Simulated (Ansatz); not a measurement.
Compare A (`CC[Si]OC`) with its isomer B (`C1C[SiH2]CO1`).

Program: Ansatz. Geometries: PBE0-D4/def2-TZVP. ΔE: electronic, gas phase. CBS: MP2 limit from def2 TZ/QZ plus the TZ coupled-cluster correction, frozen cores. DFT in def2-TZVPP. Each species was taken in one conformer, which may not be the lowest.

(1) Which is lower in electronic energy at CCSD(T)/CBS, and by how much? (Estimate.)

(2) Give E(B) − E(A) in kcal/mol with PBE-D4, BLYP-D4, CCSD(T)/def2-TZVPP, PBE0-D4, r2SCAN-D4, B2PLYP, CCSD/def2-TZVPP. (An estimate is asked.)

(3) Does the order hold for the free energy at 298.15 K (harmonic terms from PBE0-D4)? (Best estimate.)

Largest T1 diagnostic: 0.013.

Answers

(1) The calculation gave: A, by 5.0 kcal/mol.

(2) The calculation gave: PBE-D4 3.6, BLYP-D4 9.4, CCSD(T)/def2-TZVPP 5.2, PBE0-D4 1.6, r2SCAN-D4 1.6, B2PLYP 6.2, CCSD/def2-TZVPP 5.6. None reverses the order clearly.

(3) Computed: Yes: G(B) − G(A) = +5.3 kcal/mol, for one conformer each.

Leaving LDA and LC-ωPBE aside and taking each functional with its dispersion term where it has one, the values, not all of them listed here, spread over 8.7 kcal/mol, from PBE-QIDH to BLYP-D4. LDA lies −4.3 kcal/mol from PBE without D4. From PBE to PBE0 (25 % exact exchange), in def2-TZVPP and without D4, E(B) − E(A) moves by −2.1 kcal/mol.
